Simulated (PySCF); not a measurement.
Computed shifts of a molecule C5H5Cl, PBE/pcSseg-1 run with PySCF, GIAO, gas phase, equivalent atoms averaged, in ppm (number of nuclei): ¹³C: 225.4 (1), 139.1 (1), 131.1 (1), 94.5 (1), 84.4 (1). ¹H: 6.78 (1), 5.98 (1), 5.97 (1), 5.66 (2). References: ¹³C against TMS (σ = 182.0 ppm); ³⁵Cl against HCl (σ = 936.5 ppm); ¹H against TMS (σ = 31.49 ppm), references at their B3LYP-D3(BJ)/def2-TZVP geometries, non-relativistic (without spin–orbit terms, shifts of atoms bonded to Cl or Br come out too high). The structure is a stationary point at r2SCAN-D4/def2-SVP. One conformer was computed; it need not be the lowest.

Problem. Which structure fits?
A. CC#C/C=C\Cl
B. C#CCC(=C)Cl
C. C=C=C/C=C/Cl
D. C#C[C@H]1C[C@H]1Cl

Solution. C, C=C=C/C=C/Cl
